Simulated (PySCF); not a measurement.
Gas-phase reaction: 4 InCH3 + CH2F2 = 2 InF + C5H8 (cyclic) + 2 InH3

Energies from PySCF, thermal terms from the rigid-rotor harmonic-oscillator model, ideal gas at 1 bar. † marks an energy on the PBE0/def2-TZVP geometry and frequencies. MP2 freezes the core. All species are closed-shell singlets. B3LYP is the form with VWN-RPA correlation. In: scalar-relativistic def2 core potential, no spin-orbit coupling. InCH3, InH3: computed as isolated molecules; such fragments, hydroxides, amides, oligomers or adducts are transient or little studied in the gas. MP2 isn't extrapolated to the basis-set limit; its ΔH°(298 K) is -208.9 kJ in def2-SVP and -154.9 kJ in def2-TZVPP. The harmonic model lacks anharmonicity and excited electronic states, which grow with temperature; levels with a mode under 35 cm⁻¹ are left out.

ΔH° and ΔS° at 298 K: B3LYP/def2-TZVP† -147 kJ, -63 J/K; HF/def2-TZVP† -175 kJ, -63 J/K; M06-2X/def2-TZVP† -148 kJ, -63 J/K; MP2/def2-TZVPP† -155 kJ, -63 J/K.

Q: With the heat capacities included, give log10 K (1 bar) at 1000, 1400, 1600, 2000, 2500 K from B3LYP/def2-TZVP†, HF/def2-TZVP†, M06-2X/def2-TZVP†, MP2/def2-TZVPP†.

A: 
```
T (K)  B3LYP/def2-TZVP†  HF/def2-TZVP†  M06-2X/def2-TZVP†  MP2/def2-TZVPP†
-----  ----------------  -------------  -----------------  ---------------
1000                4.5            6.0                4.6              4.9
1400                2.6            3.6                2.6              2.8
1600                2.0            2.9                2.0              2.2
2000                1.2            1.9                1.2              1.4
2500                0.6            1.2                0.6              0.8
```
